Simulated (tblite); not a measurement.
Compound: C2H13BSi4.
SMILES with atom numbers: `[CH3:1][B:2]([CH3:3])[SiH:4]1[SiH2:5][SiH2:6][SiH2:7]1` (hydrogens: H8, H9, H10 on C1; H11, H12, H13 on C3; H14 on Si4; H15, H16 on Si5; H17, H18 on Si6; H19, H20 on Si7)

Computed with GFN2-xTB (tblite), gas phase: L-BFGS steps from a force-field or distance-geometry start until the largest atomic force falls under 0.01 eV/Å.

Step 150: E = -515.9376 eV
```
atom  x, y, z in Å  |  force x, y, z in eV/Å
C1      2.5559    1.5734    0.7113    0.015  -0.028  -0.008
B2      1.4776    0.6042    0.0873    0.017  -0.029  -0.004
C3      1.6716    0.1290   -1.4071    0.014   0.021   0.036
Si4    -0.0987   -0.0028    1.0486   -0.006  -0.003   0.018
Si5    -0.9478   -2.1609    0.5141    0.014  -0.013  -0.015
Si6    -2.8379   -1.2006   -0.4949   -0.013  -0.014  -0.011
Si7    -2.1278    0.9208    0.2022    0.000   0.003   0.002
H8      2.6926    1.4446    1.7839   -0.007   0.011   0.007
H9      2.2193    2.6023    0.5699   -0.022   0.009   0.010
H10     3.5348    1.5097    0.2374    0.005  -0.010  -0.002
H11     2.2722   -0.7840   -1.3945   -0.013   0.011  -0.016
H12     0.7441   -0.1233   -1.9214    0.009   0.005  -0.001
H13     2.2190    0.8413   -2.0226   -0.002  -0.004  -0.032
H14    -0.0184    0.1759    2.5196   -0.012   0.005  -0.011
H15    -0.1032   -3.0018   -0.3521   -0.013   0.021   0.015
H16    -1.2282   -3.0605    1.6407    0.001  -0.011   0.012
H17    -2.8872   -1.3581   -1.9569   -0.012  -0.007  -0.004
H18    -4.1816   -1.6346   -0.0865    0.026  -0.012   0.008
H19    -1.9732    1.9293   -0.8566    0.002   0.029  -0.003
H20    -2.9882    1.6070    1.1746   -0.003   0.017  -0.004
```

Step 151: E = -515.9380 eV
```
atom  x, y, z in Å  |  force x, y, z in eV/Å
C1      2.5695    1.5586    0.7135    0.003   0.001   0.019
B2      1.4749    0.6080    0.0883    0.011  -0.035   0.012
C3      1.6578    0.1401   -1.4094    0.002   0.002   0.006
Si4    -0.1057    0.0106    1.0504    0.015   0.001   0.027
Si5    -0.9410   -2.1551    0.5250    0.001  -0.001  -0.031
Si6    -2.8298   -1.2078   -0.5014   -0.001  -0.011   0.000
Si7    -2.1360    0.9199    0.1938   -0.001   0.008   0.005
H8      2.7225    1.4058    1.7828   -0.007   0.026  -0.058
H9      2.2332    2.5929    0.5998    0.001  -0.040   0.022
H10     3.5400    1.5008    0.2201   -0.018  -0.007   0.025
H11     2.2458   -0.7821   -1.4085   -0.025   0.035  -0.008
H12     0.7250   -0.0944   -1.9245    0.033   0.011   0.017
H13     2.2134    0.8510   -2.0193   -0.003  -0.010  -0.038
H14    -0.0293    0.1941    2.5218   -0.011   0.006  -0.023
H15    -0.0910   -3.0005   -0.3315   -0.011   0.022   0.016
H16    -1.2253   -3.0469    1.6559   -0.002  -0.018   0.021
H17    -2.8700   -1.3726   -1.9627   -0.013  -0.007  -0.005
H18    -4.1737   -1.6425   -0.0963    0.020  -0.018   0.006
H19    -1.9796    1.9304   -0.8634   -0.002   0.024   0.001
H20    -3.0058    1.6006    1.1627    0.005   0.012  -0.014
```

Problem. Estimate the geometry and energy of step 152. (The exact step hangs on the optimiser's Hessian estimate; all steps are aligned on step 151, rigid shifts and turns removed.)

Solution. E = -515.9384 eV, largest force 0.039 eV/Å
```
atom  x, y, z in Å  |  force x, y, z in eV/Å
C1      2.5705    1.5557    0.7123   -0.004  -0.015  -0.002
B2      1.4744    0.6052    0.0919   -0.005  -0.038   0.007
C3      1.6523    0.1401   -1.4067   -0.009   0.002  -0.007
Si4    -0.1076    0.0112    1.0551    0.029   0.006   0.024
Si5    -0.9381   -2.1544    0.5269   -0.009   0.002  -0.031
Si6    -2.8241   -1.2077   -0.5055    0.007  -0.003   0.006
Si7    -2.1353    0.9211    0.1936    0.004   0.015  -0.004
H8      2.7241    1.4062    1.7802    0.010   0.018  -0.007
H9      2.2328    2.5879    0.5962   -0.013   0.008   0.019
H10     3.5392    1.4986    0.2168    0.000  -0.016   0.020
H11     2.2397   -0.7814   -1.4124   -0.007   0.014   0.001
H12     0.7180   -0.0938   -1.9185    0.012   0.010   0.010
H13     2.2040    0.8519   -2.0186    0.004   0.001  -0.035
H14    -0.0359    0.1943    2.5265   -0.005   0.007  -0.021
H15    -0.0865   -2.9975   -0.3288   -0.002   0.016   0.008
H16    -1.2237   -3.0489    1.6551   -0.005  -0.018   0.023
H17    -2.8638   -1.3726   -1.9668   -0.014  -0.007  -0.005
H18    -4.1663   -1.6433   -0.0984    0.005  -0.022   0.005
H19    -1.9724    1.9337   -0.8614   -0.005   0.015   0.005
H20    -3.0064    1.6045    1.1597    0.004   0.006  -0.015
```

The energy changes by -0.0005 eV. The first-order estimate −F·Δx gives -0.0007 eV and the mean of the old and new forces, exact on a quadratic surface, -0.0005 eV. The step makes an angle of 79° with the force vector and moves no atom by more than 0.009 Å.

What follows is the cost of the whole relaxation. The run took 2.5 s of wall time on one thread, Intel Xeon 6975P-C (x86_64), shared host with 192 logical CPUs at a one-minute load of 53.
